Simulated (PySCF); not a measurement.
Job for PySCF: R-M06-2X/def2-TZVPP on C3H9Al (SMILES [CH3][Al]([CH3])[CH3]).

```python
from pyscf import gto, dft

mol = gto.M(
    atom='''
    Al   -0.00000170   -0.00000868    0.00289802
    C     1.96189207    0.01616522    0.00097689
    H     2.38740141    1.02188642    0.01798293
    H     2.35993512   -0.52774711    0.86418891
    H     2.35577517   -0.49499832   -0.88408208
    C    -0.99494529    1.69095415    0.00096739
    H    -0.74935988    2.28752932   -0.88421591
    H    -2.07868117    1.55663060    0.01818468
    H    -0.72274798    2.30773390    0.86404498
    C    -0.96696449   -1.70712857    0.00093656
    H    -1.63715457   -1.77981549    0.86405617
    H    -1.60646211   -1.79267745   -0.88421158
    H    -0.30878659   -2.57852400    0.01807303
    ''',
    basis='def2-tzvpp',
    charge=0, spin=0, verbose=4, max_memory=1800)
mf = dft.RKS(mol, xc='m062x').density_fit(auxbasis='def2-universal-jkfit')
mf.grids.level = 4
mf.conv_tol = 1e-9
mf.max_cycle = 150
mf.kernel()
mf.dip_moment()
```

It printed:

```
PySCF version 2.14.0

[INPUT] verbose = 4
[INPUT] num. atoms = 13
[INPUT] num. electrons = 40
[INPUT] charge = 0
[INPUT] spin (= nelec alpha-beta = 2S) = 0
[INPUT] symmetry False subgroup None
[INPUT] Mole.unit = angstrom
[INPUT] Symbol           X                Y                Z      unit          X                Y                Z       unit  Magmom
[INPUT]  1 Al    -0.000001700000  -0.000008680000   0.002898020000 AA   -0.000003212534  -0.000016402823   0.005476464104 Bohr   0.0
[INPUT]  2 C      1.961892070000   0.016165220000   0.000976890000 AA    3.707438698256   0.030547838543   0.001846054554 Bohr   0.0
[INPUT]  3 H      2.387401410000   1.021886420000   0.017982930000 AA    4.511534814300   1.931085464212   0.033982812617 Bohr   0.0
[INPUT]  4 H      2.359935120000  -0.527747110000   0.864188910000 AA    4.459631048543  -0.997297500931   1.633080359786 Bohr   0.0
[INPUT]  5 H      2.355775170000  -0.494998320000  -0.884082080000 AA    4.451769882351  -0.935411256920  -1.670673002836 Bohr   0.0
[INPUT]  6 C     -0.994945290000   1.690954150000   0.000967390000 AA   -1.880174107026   3.195440232697   0.001828102156 Bohr   0.0
[INPUT]  7 H     -0.749359880000   2.287529320000  -0.884215910000 AA   -1.416084941937   4.322803916713  -1.670925904883 Bohr   0.0
[INPUT]  8 H     -2.078681170000   1.556630600000   0.018184680000 AA   -3.928138111590   2.941605511117   0.034364064863 Bohr   0.0
[INPUT]  9 H     -0.722747980000   2.307733900000   0.864044980000 AA   -1.365795739283   4.360985039374   1.632808371505 Bohr   0.0
[INPUT] 10 C     -0.966964490000  -1.707128570000   0.000936560000 AA   -1.827298058280  -3.226005456720   0.001769841899 Bohr   0.0
[INPUT] 11 H     -1.637154570000  -1.779815490000   0.864056170000 AA   -3.093773760880  -3.363363828359   1.632829517541 Bohr   0.0
[INPUT] 12 H     -1.606462110000  -1.792677450000  -0.884211580000 AA   -3.035773417391  -3.387669410184  -1.670917722369 Bohr   0.0
[INPUT] 13 H     -0.308786590000  -2.578524000000   0.018073030000 AA   -0.583522086038  -4.872704165618   0.034153076941 Bohr   0.0

nuclear repulsion = 150.987040425703
number of shells = 101
number of NR pGTOs = 345
number of NR cGTOs = 261
basis = def2-tzvpp
ecp = {}


******** <class 'pyscf.df.df_jk.DFRKS'> ********
method = DFRKS
initial guess = minao
damping factor = 0
level_shift factor = 0
DIIS = <class 'pyscf.scf.diis.CDIIS'>
diis_start_cycle = 1
diis_space = 8
diis_damp = 0
SCF conv_tol = 1e-09
SCF conv_tol_grad = None
SCF max_cycles = 150
direct_scf = False
XC library pyscf.dft.libxc version 7.1.2
    S. Lehtola, C. Steigemann, M. J. T. Oliveira, and M. A. L. Marques,  SoftwareX 7, 1–5 (2018)
XC functionals = m062x
    Y. Zhao and D. G. Truhlar,  Theor. Chem. Acc. 120, 215 (2008)
    Y. Zhao and D. G. Truhlar,  Theor. Chem. Acc. 120, 215 (2008)
radial grids:
    Treutler-Ahlrichs [JCP 102, 346 (1995); DOI:10.1063/1.469408] (M4) radial grids

becke partition: Becke, JCP 88, 2547 (1988); DOI:10.1063/1.454033
pruning grids: <function nwchem_prune>
grids dens level: 4
symmetrized grids: False
atomic radii adjust function: <function treutler_atomic_radii_adjust>
small_rho_cutoff = 0
Set gradient conv threshold to 3.16228e-05
Initial guess from minao.
tot grids = 255888
******** <class 'pyscf.df.df.DF'> ********
auxbasis = def2-universal-jkfit
init E= -362.115329017761
  HOMO = -0.326220804084632  LUMO = -0.0363506167284138  gap/eV = 7.88777
cycle= 1 E= -362.096608593896  delta_E= 0.0187  |g|= 0.466  |ddm|= 2.36
  HOMO = -0.263189716843045  LUMO = 0.0191190564859325  gap/eV = 7.68201
cycle= 2 E= -362.11090886143  delta_E= -0.0143  |g|= 0.403  |ddm|= 0.664
  HOMO = -0.322016279519693  LUMO = 0.00289053210743972  gap/eV = 8.84116
cycle= 3 E= -362.151094222691  delta_E= -0.0402  |g|= 0.0219  |ddm|= 0.279
  HOMO = -0.320471777821192  LUMO = 0.00272159934517902  gap/eV = 8.79454
cycle= 4 E= -362.151234706327  delta_E= -0.00014  |g|= 0.00209  |ddm|= 0.0338
  HOMO = -0.320147108099718  LUMO = 0.00304779524743992  gap/eV = 8.79458
cycle= 5 E= -362.151236170996  delta_E= -1.46e-06  |g|= 0.000672  |ddm|= 0.00449
  HOMO = -0.320247116038649  LUMO = 0.0029216964699188  gap/eV = 8.79387
cycle= 6 E= -362.151236310024  delta_E= -1.39e-07  |g|= 0.000129  |ddm|= 0.00094
  HOMO = -0.320224822807227  LUMO = 0.0029492104746538  gap/eV = 8.79401
cycle= 7 E= -362.15123631581  delta_E= -5.79e-09  |g|= 3.8e-05  |ddm|= 0.000229
  HOMO = -0.320230020373399  LUMO = 0.00294591754411755  gap/eV = 8.79407
cycle= 8 E= -362.151236316173  delta_E= -3.63e-10  |g|= 3.16e-06  |ddm|= 8.15e-05
  HOMO = -0.32023001912618  LUMO = 0.00294609956810632  gap/eV = 8.79407
Extra cycle  E= -362.151236316183  delta_E= -9.55e-12  |g|= 1.01e-06  |ddm|= 1.33e-05
converged SCF energy = -362.151236316183
Dipole moment(X, Y, Z, Debye):  0.00012,  0.00010,  0.00032
```

Self-consistency was reached.

Cost: very roughly 50 core-seconds.
